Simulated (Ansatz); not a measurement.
`N[Si](O)(O)[TeH]` and `C=C[Si](N)(O)O` differ in one atom or group.

Ansatz, PBE0-D4/def2-TZVP geometries, multiplicity 1. Each molecule was computed in one conformer, which needn't be the lowest.

Elements past krypton have def2 core potentials.

| property | `N[Si](O)(O)[TeH]` |
| --- | --- |
| LUMO energy (PBE0/def2-TZVPP) / eV | -0.18 |
| size of the dipole moment (B3LYP/def2-TZVPP) / D | 1.57 |
| HOMO energy (PBE/def2-TZVPP) / eV | -5.26 |
| HOMO–LUMO gap (PBE0/def2-TZVPP) / eV | 6.14 |
| LUMO energy (ωB97M-V/def2-TZVPP) / eV | 1.67 |
| HOMO energy (ωB97M-V/def2-TZVPP) / eV | -8.41 |

(1) Give the same properties after the change, and the shifts. (Best estimate.)

Results:

(1) The calculation gave: 
```
                                        property  `C=C[Si](N)(O)O`  shift
              LUMO energy (PBE0/def2-TZVPP) / eV             -0.37  -0.19
size of the dipole moment (B3LYP/def2-TZVPP) / D              1.94   0.37
               HOMO energy (PBE/def2-TZVPP) / eV             -6.09  -0.83
            HOMO–LUMO gap (PBE0/def2-TZVPP) / eV              7.22   1.08
           LUMO energy (ωB97M-V/def2-TZVPP) / eV              1.73   0.06
           HOMO energy (ωB97M-V/def2-TZVPP) / eV            -10.01  -1.60
```

With PBE0 the HOMO falls by 1.28 eV and the LUMO falls by 0.19 eV, so the gap widens by about 1.09 eV. PBE moves the HOMO by -0.83 eV and ωB97M-V by -1.60 eV. Dipoles are sizes alone; their direction can turn.

B3LYP here is the variant with VWN-RPA as its local correlation; programs differ in this.

Spin–orbit coupling is left out; it splits and shifts lone-pair levels of the heavy atoms by tenths of an eV.
